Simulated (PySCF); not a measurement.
A geometry optimisation on `OB(O)I`.

Computed with PBE0-D3(BJ)/def2-SVP geometry optimisation, gas phase, def2 core potentials past Kr (PySCF 2.14.0). Start geometry: GFN2-xTB. A driver script takes a list of jobs; this job's settings line and coordinates (Å) are shown.

Input:
```
{"job": {"xc": "PBE0", "basis": "def2-SVP", "d3": "d3bj", "grid": 1, "maxiter": 30, "shake": 0.01, "kind": "geom"}, "charge": 0, "multiplicity": 1}
O      1.152640    -0.810490     0.014950
B     -0.065280    -0.194550    -0.006640
O     -0.201050     1.140690    -0.011430
I     -1.717630    -1.492790    -0.039760
H      1.904520    -0.229560     0.015100
H     -1.049040     1.556680    -0.016880
```

Output:
```
step   0  E = -474.02894191  max force = 0.025226
step   1  E = -474.02999923  max force = 0.011170
step   2  E = -474.03130725  max force = 0.007026
step   3  E = -474.03176081  max force = 0.005361
step   4  E = -474.03218238  max force = 0.001146
step   5  E = -474.03221271  max force = 0.000352
step   6  E = -474.03221521  max force = 0.000183
optimisation converged
```

Energies in Eh; «max force» is the largest Cartesian gradient component in Eh/bohr.

Q: Give the first gradient maximum in eV/Å.

A: With 1 Eh/bohr = 51.422 eV/Å, 1.297 eV/Å.

Q: How much energy does the optimisation release, in kJ/mol?

A: E(step 0) − E(last step) = 0.003273 Eh, which is 8.6 kJ/mol.

Summary of the converged run: final energy -474.03222 Eh after 6 steps; dipole 2.34 D.

Time: 18 s of wall time; peak memory 0.34 GiB. Hardware: an Intel Xeon Platinum 8488C with one thread, no GPU (shared host).
Labels such as C1 count atoms from 1, the log's own numbers from 0.
